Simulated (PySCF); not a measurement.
## Working with the constants of MgTl

ROHF-CCSD(T) constants of MgTl, ²Π (doublet), unpaired electrons π ↑ (Mg def2-SVPD, Tl def2-SVPD with ECP60; scalar-relativistic core potentials (PySCF 2.14); masses 23.9850 and 204.9744 u):

| Quantity | Value |
| --- | --- |
| ωe | 122.0 cm⁻¹ |
| ωexe | 1.92 cm⁻¹ |
| Be | 0.081007 cm⁻¹ |
| αe | 0.00118 cm⁻¹ |
| De to Mg + Tl | 0.274 eV |

(1) What force constant and bond length do these constants imply?

(2) Estimate the centrifugal constant D from the Kratzer relation and find the Dunham coefficient a1.

Correlated steps freeze 5 core orbitals. The bond is weak. Basis-set superposition, not corrected here, can be much of De in a small basis, most of all at correlated wavefunction levels. These are scalar-relativistic numbers at best; spin–orbit coupling would shift them, the dissociation energy most. The state is the lowest determinant that a PBE0 search found; another state may lie lower at other levels.

Answers

(1) Reduced mass μred = 21.472 u; k = 5.8918×10⁻⁷·μred·ωe² (u, cm⁻¹, mdyn/Å) = 0.188 mdyn/Å; Re = √(16.8576/(μred·Be)) (u, cm⁻¹, Å) = 3.113 Å.

(2) D = 4Be³/ωe² = 1.43e-07 cm⁻¹; a1 = −1 − αeωe/(6Be²) = -4.66.
